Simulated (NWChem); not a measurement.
Molecule: CH$_{4}$BClFN; SMILES N(B(F)Cl)C

```xyz
9

B      0.2245    -0.1078     0.0000
Cl    -0.3198    -1.7939     0.0000
F      1.5333     0.1303     0.0000
N     -0.6951     0.9357     0.0000
C     -0.3751     2.3424     0.0000
H     -1.6807     0.7048     0.0000
H     -0.7739     2.8540     0.8919
H     -0.7739     2.8540    -0.8919
H      0.7155     2.4678     0.0000
```
Atoms are numbered in this order, from 1.

Results from NWChem. All runs use the structure optimised with PBE0/def2-SVP. Vzz is the largest principal value of the second derivative of the potential at the nucleus (NWChem prints the opposite sign); η is the asymmetry. Non-relativistic.

### Question
Estimate the computed values for Hartree-Fock/def2-SVP. Quantities: Vzz B1 (a.u.); η B1; Vzz Cl2 (a.u.); η Cl2; Vzz N4 (a.u.); η N4.

### Answer
The vzz B1 (a.u.) is 0.270 and the η B1 is 0.72. The vzz Cl2 (a.u.) is 2.052 and the η Cl2 is 0.24. The vzz N4 (a.u.) comes out as -0.819 and the η N4 comes out as 0.47.
